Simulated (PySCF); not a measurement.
Delta-SCF ions had no search for a lower state. Excitations are Tamm–Dancoff values on a coarser integration grid. The basis has no diffuse functions, so Rydberg states are missing or too high.

## C3H4S3, SMILES `C1=CSSCS1` (charge 0, multiplicity 1)

Computed with PySCF with PBE-D3(BJ)/def2-TZVP.

```json
{
 "HOMO": "-5.05 eV",
 "dipole_moment": "1.03 D",
 "LUMO": "-2.11 eV",
 "HOMO–LUMO gap": "2.94 eV",
 "S1 excitation (TDA)": "3.34 eV",
 "S1 oscillator strength": "0.022",
 "T1 excitation (TDA)": "2.66 eV",
 "S1–T1 gap (TDA)": "0.68 eV",
 "vertical ionisation energy (Delta-SCF)": "7.74 eV",
 "total_energy": "-1310.7224 Ha",
 "cost": "around 2.7 core-minutes (rough)"
}
```

```xyz
10

C      1.0630    -0.8728    -0.0204
C      1.4779     0.3191    -0.4973
S      0.5001     1.7569    -0.7209
S     -0.8662     1.5836     0.8164
C     -1.6039    -0.0075     0.3110
S     -0.4943    -1.4324     0.5182
H      1.8020    -1.6682     0.1037
H      2.5305     0.4507    -0.7567
H     -2.4608    -0.2042     0.9717
H     -1.9482     0.0748    -0.7256
```
Charge 0, spin multiplicity 1.
